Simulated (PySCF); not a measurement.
Species: C₆H₁₂F₂O.
Z-matrix (Å and degrees, PBE0-D3(BJ)/def2-SVP geometry), rows numbered from 1:
```
C 
C   1  1.5124
C   2  1.5165  1  113.13
F   2  1.3906  1  107.07  3   117.96
O   2  1.3934  1  105.51  3  -126.45
C   5  1.3936  2  123.58  1   175.82
C   6  1.5122  5  105.47  2   175.84
C   6  1.5165  5  114.78  2    50.57
F   6  1.3901  5  108.65  2   -69.67
H   1  1.0982  2  108.86  3  -179.27
H   1  1.0981  2  110.06  3   -59.47
H   1  1.0981  2  110.30  3    61.34
H   3  1.0986  2  108.89  1    56.67
H   3  1.0959  2  111.61  1   176.84
H   3  1.0976  2  110.07  1   -63.16
H   7  1.0980  6  110.28  5   -64.22
H   7  1.0980  6  110.08  5   174.93
H   7  1.0982  6  108.84  5    55.18
H   8  1.0976  6  110.02  5    57.56
H   8  1.0960  6  111.59  5   -62.28
H   8  1.0986  6  109.02  5   177.42
```

The closed-shell ground state was solved at several levels (PySCF, density fitting, gas phase, non-relativistic).

```csv
level,basis functions,HOMO (eV),LUMO (eV),gap (eV),dipole (D)
PBE0/pcSseg-1,213,-8.78,1.47,10.25,0.30
CAM-B3LYP/def2-SVPD,285,-10.38,1.28,11.66,0.36
```

**Question.** Estimate the row for wB97X-D/pcSseg-1, a basis of 213 functions; the other rows only guide the guess.

**Answer.** HOMO -10.73 eV, LUMO 3.29 eV, gap 14.02 eV, dipole 0.31 D.

**Question.** Over all these levels, which gives the widest orbital gap and which the narrowest?

**Answer.** wB97X-D/pcSseg-1 (range-separated hybrid) has the widest, 14.02 eV, and PBE0/pcSseg-1 (global hybrid, 25 % exact exchange) the narrowest, 10.25 eV. The two share the basis. From the narrowest to the widest the HOMO moves by -1.95 eV and the LUMO by +1.82 eV.

**Question.** How far do the dipole and the HOMO energy spread over the levels?

**Answer.** The dipole runs from 0.30 to 0.36 D (mean 0.32 D) and the HOMO from -10.73 to -8.78 eV.

One conformer stands for the species.
